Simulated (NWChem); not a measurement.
System: FeO, quintet; SMILES [O]=[Fe]

```xyz
2

Fe     0.0000     0.0000    -0.3753
O      0.0000     0.0000     1.2230
```
Atoms are numbered in this order, from 1.

Level: PBE0-D3(BJ)/def2-TZVP, spin-unrestricted (NWChem), optimised geometry, unscaled harmonic frequencies. 

**Question.** List the harmonic frequencies with IR intensities, and the thermochemistry.

**Answer.** 
| frequency (cm⁻¹) | IR intensity (km/mol) |
|---|---|
| 921 | 165.9 |

```yaml
zero_point_energy: 1.3 kcal/mol
thermal correction to the enthalpy at 298.15 K (with zero-point energy): 3.4 kcal/mol
heat capacity Cv: 5.4 cal/(mol K)
dipole_moment: 5.27 D
```

Rigid rotor and harmonic oscillator.
